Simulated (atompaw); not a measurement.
# Logarithmic derivatives: thulium, PAW (atompaw)

```
Element                 : Tm (Z = 69)
Generator               : atompaw 4.2.0.5
Type                    : PAW
Functional              : PBE
Relativity              : scalar-relativistic
Frozen core             : [Kr] 4d10
Valence charge          : 23
Reference configuration : 4f12 5s2 5p6 5d1 6s2 6p0
Partial waves           : 5s (bound): rc 1.45 bohr; 6s (bound): rc 3.00 bohr; 5p (bound): rc 2.20 bohr; 6p (bound, empty): rc 2.50 bohr; 5d (bound): rc 3.00 bohr; 5d channel at 0.4 Ry: rc 3.00 bohr; 4f (bound): rc 1.25 bohr; 4f channel at 0.1 Ry: rc 1.25 bohr
Local potential         : troulliermartins scheme with l = 4 at 0 Ry, radius 2.75 bohr
Core correction         : smooth core density matched at 2.05 bohr
Augmentation charge     : besselshape compensation charge, radius 2.45 bohr; PAW radius 3.00 bohr; waves and projectors: custom rrkj vanderbiltortho
```

The phase is arctan(r·u′/u) with u = r·R(r), unwrapped; energies in Ry, scanned from -6 to 5 Ry. A pole is an energy at which the radial function vanishes at the test radius. The pseudo phase is shifted by a multiple of π to meet the all-electron one at the reference energy, and phase errors are pseudo minus all-electron; the curves can meet again beyond the range given. Levels narrower than the energy grid can be missing from the lists of poles.

Q: For each channel, where are the poles, and over which energies does the pseudopotential scatter like the atom?

A:

```csv
channel,radius (bohr),reference energy (Ry),"poles, all-electron","poles, pseudo",unbroken range about the reference energy with phases within 0.05 rad,phase error 1 Ry above the reference energy (rad)
s,3.01,-0.33,"-4.21, 1.69","-4.21, 1.10, 4.02",below 0.6,-0.051
p,3.01,-0.10,"-2.16, 2.98","-2.16, 2.42",below 2.2,-0.039
d,3.01,-0.14,0.44,"0.44, 4.74",below 2.2,-0.000
f,3.01,-0.70,"-0.70, 3.18","-0.70, 3.15",below 4.5,+0.000
```

Phases in the f channel:

```json
{"E (Ry)": "-6.00", "all-electron": "1.442", "pseudo": "1.442"}
{"E (Ry)": "-5.52", "all-electron": "1.437", "pseudo": "1.437"}
{"E (Ry)": "-5.04", "all-electron": "1.432", "pseudo": "1.432"}
{"E (Ry)": "-4.56", "all-electron": "1.426", "pseudo": "1.426"}
{"E (Ry)": "-4.08", "all-electron": "1.419", "pseudo": "1.419"}
{"E (Ry)": "-3.60", "all-electron": "1.410", "pseudo": "1.410"}
{"E (Ry)": "-3.12", "all-electron": "1.401", "pseudo": "1.401"}
{"E (Ry)": "-2.64", "all-electron": "1.389", "pseudo": "1.389"}
{"E (Ry)": "-2.16", "all-electron": "1.374", "pseudo": "1.374"}
{"E (Ry)": "-1.68", "all-electron": "1.355", "pseudo": "1.355"}
{"E (Ry)": "-1.20", "all-electron": "1.327", "pseudo": "1.327"}
{"E (Ry)": "-0.72", "all-electron": "0.834", "pseudo": "0.833"}
{"E (Ry)": "-0.24", "all-electron": "-1.874", "pseudo": "-1.874"}
{"E (Ry)": "0.24", "all-electron": "-1.960", "pseudo": "-1.960"}
{"E (Ry)": "0.72", "all-electron": "-2.131", "pseudo": "-2.131"}
{"E (Ry)": "1.20", "all-electron": "-2.654", "pseudo": "-2.655"}
{"E (Ry)": "1.68", "all-electron": "-3.904", "pseudo": "-3.907"}
{"E (Ry)": "2.16", "all-electron": "-4.429", "pseudo": "-4.432"}
{"E (Ry)": "2.64", "all-electron": "-4.607", "pseudo": "-4.610"}
{"E (Ry)": "3.12", "all-electron": "-4.702", "pseudo": "-4.707"}
{"E (Ry)": "3.60", "all-electron": "-4.774", "pseudo": "-4.782"}
{"E (Ry)": "4.08", "all-electron": "-4.846", "pseudo": "-4.866"}
{"E (Ry)": "4.56", "all-electron": "-4.951", "pseudo": "-5.011"}
```
